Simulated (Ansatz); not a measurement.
Input for Ansatz (a first-principles code): R-CCSD(T)/cc-pV(D+d)Z on H2 (SMILES [H][H]). The basis file is the Basis Set Exchange's JSON of that set.

Ansatz 0.2 input:
```yaml
crystal:
  periodic: [false, false, false]
  atoms:
    - {symbol: H, position_ang: [0.00000000, 0.00000000, 0.37198582]}
    - {symbol: H, position_ang: [-0.00000000, -0.00000000, -0.37198582]}
basis:
  gaussian:
    orbitals: cc-pV_D+d_Z.json
magnetization: {spin_polarized: false}
correlation: {method: ccsd_t, electrons: outside_noble_gas}
scf: {lower_state_search: off}
```

The log:

```
WARN ansatz: RAYON_NUM_THREADS=4 ignored (pool sized by the plan → 4); use --threads N
Functional definition: HF
these checks for a lower state are left out or cut short: stability, starts, cluster_reference, orbital_swaps, neighbouring_geometries, increment
integrals: 0.00 GiB planned
84 factors; integrals over basis functions are off by at most 1.4e-3 eV
mean field: 0.04 GiB planned
mean field evaluation 1: about -30.6428 eV, gradient 3.7e0 eV
mean field evaluation 2: about -30.6423 eV, gradient 3.7e0 eV
mean field evaluation 4: about -30.7145 eV, gradient 2.8e-2 eV
mean field evaluation 8: about -30.7144 eV, gradient 2.5e-7 eV
mean field -30.71444859 eV, -1.1287351666 hartree, gradient 2.5e-7 eV, S^2 0.000000; 0 other end points of the search recorded, 0 dependent functions left out
reference -30.71444859 eV, -1.1287351666 hartree; 1, 1 occupied and 9, 9 virtual orbitals, 84 factors
second order -0.71857632 eV of doubles, -0.00000000 eV of singles
coupled cluster: 0.04 GiB planned
cycle   1  -0.87997097 eV  change   -1.6e-1 eV  update   2.6e-2
cycle   2  -0.94439147 eV  change   -6.4e-2 eV  update   8.9e-3
cycle   3  -0.94541012 eV  change   -1.0e-3 eV  update   1.2e-3
cycle   4  -0.94547963 eV  change   -7.0e-5 eV  update   1.2e-4
cycle   5  -0.94544471 eV  change    3.5e-5 eV  update   1.1e-5
cycle   6  -0.94545110 eV  change   -6.4e-6 eV  update   1.6e-6
cycle   7  -0.94544968 eV  change    1.4e-6 eV  update   2.0e-7
perturbative correction -0.00000000 eV, -0.0000000000 hartree
Total energy: -31.65989827 eV, -1.1634798015 hartree
Checks for a lower state left out: stability, starts, cluster_reference, orbital_swaps, neighbouring_geometries, increment
```

Self-consistency was reached.

Cost: about 0.27 core-seconds (a rough figure).
